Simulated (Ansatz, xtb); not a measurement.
# A geometry optimisation of C4H8Sn with r2SCAN-D4/def2-SVP

The starting geometry of this gas-phase singlet was built from a drawn formula by distance geometry and a force field; its bonds are those of `C[C@@H]1C=[CH][SnH2]1`.

```xyz
13

C    -2.8322   -1.8437   -1.5309
C    -1.8417   -2.3593   -0.4701
C    -1.8416   -1.5332    0.7688
C    -0.5302   -1.1844    0.8167
Sn    0.0545   -2.2065   -1.0572
H    -3.8767   -1.8742   -1.1705
H    -2.7635   -2.4620   -2.4294
H    -2.5363   -0.7881   -1.7779
H    -2.0839   -3.4121   -0.1951
H    -2.6598   -1.2601    1.4658
H     0.1063   -0.6464    1.4984
H     1.0087   -3.6359   -0.7052
H     0.3373   -1.1244   -2.3630
```

Task: Predict what it relaxes into with r2SCAN-D4/def2-SVP.

Result: It keeps its bonds, and is `C[C@@H]1C=[CH][SnH2]1`. Distances that change by over a tenth: C2–Sn5 (1.99 → 2.22 Å).

The energy falls by 1.23 eV over 9 steps:

```tsv
step	E − E(last) (eV)
1	1.233
2	0.101
3	0.018
4	0.001
5	0.000
6	0.000
7	0.000
8	0.000
9	0.000
```

Final geometry (Å):

```yaml
atoms:
  - { symbol: C, position_ang: [-2.9787, -1.8470, -1.5315] }
  - { symbol: C, position_ang: [-1.9651, -2.4056, -0.5422] }
  - { symbol: C, position_ang: [-1.7056, -1.5481, 0.6831] }
  - { symbol: C, position_ang: [-0.4195, -1.1744, 0.8508] }
  - { symbol: Sn, position_ang: [0.2133, -2.1973, -0.9369] }
  - { symbol: H, position_ang: [-3.9808, -1.7653, -1.0709] }
  - { symbol: H, position_ang: [-3.0783, -2.4946, -2.4169] }
  - { symbol: H, position_ang: [-2.6982, -0.8392, -1.8792] }
  - { symbol: H, position_ang: [-2.2383, -3.4387, -0.2582] }
  - { symbol: H, position_ang: [-2.5326, -1.2636, 1.3592] }
  - { symbol: H, position_ang: [-0.0324, -0.5708, 1.6779] }
  - { symbol: H, position_ang: [1.2725, -3.5468, -0.7985] }
  - { symbol: H, position_ang: [0.6846, -1.2390, -2.2863] }
```

From the same start GFN2-xTB reaches the same bonding as this run.

The end wasn't checked by frequencies. Atoms past krypton carry core potentials, without spin–orbit terms. Run with Ansatz 0.2.0, 17 s on 2 threads of Intel(R) Xeon(R) 6975P-C (Granite Rapids) (shared host).
